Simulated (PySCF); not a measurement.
C₃H₇BCl₂ (SMILES CCCB(Cl)Cl), singlet, at a GFN2-xTB geometry. Base run: PBE0/6-31G, polarisability in PySCF.

Here is a job for PySCF.
```python
from pyscf import gto, scf, dft
from pyscf.prop import polarizability

mol = gto.Mole()
mol.atom = '''
    B     0.032755   -0.059575    0.651342
    Cl   -0.519343   -0.743033    2.133513
    Cl    1.327435    1.063949    0.713872
    C    -0.653814   -0.474502   -0.717364
    C    -0.089277    0.189961   -1.978970
    C    -0.818839   -0.278251   -3.231789
    H    -1.726716   -0.262749   -0.662290
    H    -0.591578   -1.561026   -0.838121
    H    -0.179494    1.273650   -1.888217
    H     0.972873   -0.044333   -2.066717
    H    -0.722049   -1.355085   -3.351128
    H    -0.405658    0.202603   -4.114827
    H    -1.877127   -0.034002   -3.172209
'''
mol.basis = '6-31g'
mol.charge = 0
mol.spin = 0
mol.verbose = 4
mol.build()

mf = dft.RKS(mol)
mf.xc = 'pbe0'
mf.kernel()
alpha = mf.Polarizability().polarizability()[2, 2]
print('alpha_zz =', alpha)
```

Variants of this job, named by their change:

```csv
change,alpha_zz (bohr³),basis functions,core-seconds (rough)
base,69.07,76,20
finite field (a.u.) = 0.001; conv_tol = 1e-11,69.07,76,20
"functional = lda,vwn",72.79,76,10
finite field (a.u.) = 0.005; conv_tol = 1e-11,69.09,76,20
finite field (a.u.) = 0.05; conv_tol = 1e-11,71.96,76,30
finite field (a.u.) = 0.02; conv_tol = 1e-11,69.40,76,20
functional = hf,63.61,76,2
functional = pbe,72.00,76,20
basis = cc-pVDZ,75.35,127,50
finite field (a.u.) = 2e-4; conv_tol = 1e-6,61.19,76,10
finite field (a.u.) = 0.001; conv_tol = 1e-6,69.08,76,10
basis = def2-SVP,71.20,127,40
```

Finite-field rows take the second difference of the energy in a field along z; a small field with loose convergence shows SCF noise divided by the square of the field, and a large one adds hyperpolarisability.
